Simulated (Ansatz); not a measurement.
Li₄Al₂⁻. Charge -1, multiplicity 2. Geometry r2SCAN-D4/def2-TZVPD; atoms count from 1.

```xyz
6

Al   -1.086   -0.055    0.196
Al    0.302    0.523   -1.837
Li    0.774   -1.882   -0.599
Li   -0.948    2.502   -0.616
Li    1.362    0.788    0.736
Li   -0.403   -1.876    2.120
```

The relaxed charge -1 doublet is spin-contaminated (final ⟨S²⟩ up to 0.85, 0.75 for a pure state). The highest occupied level of the relaxed charge -1 doublet lies above zero (up to 0.03 eV). By energy differences its removal costs 0.80 eV (each at its own geometry, to the charge 0 singlet, at PBE0-D4/def2-TZVPD); the vertical value is larger still, so the positive level points to self-interaction error. The structure comes from a short search, and lower isomers may exist.

Q: Estimate the Mulliken populations from the PBE0/def2-TZVPD orbitals of Ansatz.

A: 
```tsv
atom	charge (e)	spin (α − β)
Al1	-1.04	0.07
Al2	-0.97	0.35
Li3	0.34	0.35
Li4	0.31	-0.03
Li5	0.44	-0.06
Li6	-0.09	0.32
```
Mulliken values and Mayer orders depend strongly on the basis. With diffuse functions, as here, like atoms can get unlike values, and bond orders can come out too low or too high.

Q: Where does the spin sit?

A: Summed by element: Al 0.42, Li 0.58, of 1 unpaired in all. Largest on single atoms: Al2 0.35, Li3 0.35, Li6 0.32.

Q: And the Mayer bond orders between bonded heavy atoms (over 0.3)?

A: Al1–Al2 1.26 (2.53 Å); Al1–Li3 0.33 (2.73 Å); Al1–Li4 0.48 (2.69 Å); Al1–Li5 0.38 (2.64 Å); Al1–Li6 0.74 (2.74 Å); Al2–Li4 0.53 (2.64 Å). Values over 0.3 also appear between atoms too far apart for a bond (Al2–Li6 0.38 at 4.68 Å); they arise where an orbital or an unpaired electron spreads over both atoms.
